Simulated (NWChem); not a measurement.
# CH6AgP; SMILES [CH3][Ag]<-[PH3]

Computed with NWChem. Coordinates come from a PBE-D3(BJ)/def2-SVP optimisation. def2 effective core potentials on Ag; no spin-orbit coupling.

### Question
Estimate the computed values for N12/def2-SVP. Quantities: highest occupied level (eV); orbital gap (eV); dipole (D).

### Answer
- highest occupied level (eV) = -4.53
- orbital gap (eV) = 3.50
- dipole (D) = 5.13
